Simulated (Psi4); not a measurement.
Psi4 input (wB97X-D/6-311+G**):

```
memory 1500 MB

molecule {
-1 1
Cl    2.11238200   -1.48098100   -0.17882100
Si    1.28504200    0.52473500    0.48185700
Si   -0.87509400   -0.23788400   -0.14988200
Cl   -2.38560900    1.29615200    0.00395400
H     1.44882100    1.20214200   -0.88189000
H    -1.11117800   -0.76854900   -1.52850000
H    -1.43206200   -1.30742100    0.73547900
symmetry c1
no_reorient
no_com
}

set {
  basis 6-311+G**
  reference rks
  scf_type df
  df_basis_scf def2-universal-jkfit
  dft_radial_points 99
  dft_spherical_points 590
  e_convergence 1e-8
  d_convergence 1e-7
  maxiter 150
}

e = energy('wb97x-d')
print_out(f'\nFINAL {e:.10f} DIPOLE {variable("CURRENT DIPOLE")[0]:.6f} {variable("CURRENT DIPOLE")[1]:.6f} {variable("CURRENT DIPOLE")[2]:.6f}\n')
```

From the output:

```
    One-Electron Energy =               -2680.9254918638462186
    Two-Electron Energy =                 954.4044400555874290
    DFT Exchange-Correlation Energy =     -72.4996420654385645
    Empirical Dispersion Energy =          -0.0024654162673993
    VV10 Nonlocal Energy =                  0.0000000000000000
    Total Energy =                      -1501.3478991701201721

Computation Completed

Properties will be evaluated at   0.000000,   0.000000,   0.000000 [a0]

Properties computed using the SCF density matrix

 Multipole Moments:

 ------------------------------------------------------------------------------------
     Multipole            Electronic (a.u.)      Nuclear  (a.u.)        Total (a.u.)
 ------------------------------------------------------------------------------------

 L = 1.  Multiply by 2.5417464519 to convert [e a0] to [Debye]
 Dipole X            :         -0.9205860           -0.0000113           -0.9205973
 Dipole Y            :         -0.0392959           -0.0000132           -0.0393091
 Dipole Z            :         -0.2772300           -0.0000000           -0.2772300
 Magnitude           :                                                    0.9622375

 ------------------------------------------------------------------------------------

FINAL -1501.3478991701 DIPOLE -0.920597 -0.039309 -0.277230

*** Psi4 exiting successfully. Buy a developer a beer!
```

The dipole moment of an ion depends on the origin.

The geometry given is a B3LYP-D3(BJ)/def2-TZVP minimum.
